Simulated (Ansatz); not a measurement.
`O[Si](O)(O)S` and `C=C[Si](O)(O)S` differ in one atom or group.

Ansatz, PBE0-D4/def2-TZVP geometries, multiplicity 1. Each molecule was computed in one conformer, which needn't be the lowest.

```tsv
property	`O[Si](O)(O)S`
HOMO–LUMO gap (PBE/def2-TZVPP) / eV	5.74
HOMO energy (PBE0/def2-TZVPP) / eV	-7.58
HOMO energy (PBE/def2-TZVPP) / eV	-6.29
size of the dipole moment (ωB97M-V/def2-TZVPP) / D	0.78
HOMO energy (B3LYP/def2-TZVPP) / eV	-7.32
LUMO energy (PBE0/def2-TZVPP) / eV	0.34
```

Q: What does the change do to each property? (Best estimate.)

A: Ansatz gave: 
```json
{"property": "HOMO–LUMO gap (PBE/def2-TZVPP) / eV", "`C=C[Si](O)(O)S`": "4.53", "shift": "-1.21"}
{"property": "HOMO energy (PBE0/def2-TZVPP) / eV", "`C=C[Si](O)(O)S`": "-7.37", "shift": "0.21"}
{"property": "HOMO energy (PBE/def2-TZVPP) / eV", "`C=C[Si](O)(O)S`": "-6.14", "shift": "0.15"}
{"property": "size of the dipole moment (ωB97M-V/def2-TZVPP) / D", "`C=C[Si](O)(O)S`": "1.66", "shift": "0.88"}
{"property": "HOMO energy (B3LYP/def2-TZVPP) / eV", "`C=C[Si](O)(O)S`": "-7.11", "shift": "0.21"}
{"property": "LUMO energy (PBE0/def2-TZVPP) / eV", "`C=C[Si](O)(O)S`": "-0.63", "shift": "-0.97"}
```

With PBE0 the HOMO rises by 0.21 eV and the LUMO falls by 0.97 eV, so the gap narrows by about 1.18 eV. PBE moves the HOMO by 0.15 eV and ωB97M-V by 0.25 eV. Dipoles are sizes alone; their direction can turn.

B3LYP here is the variant with VWN-RPA as its local correlation; programs differ in this.
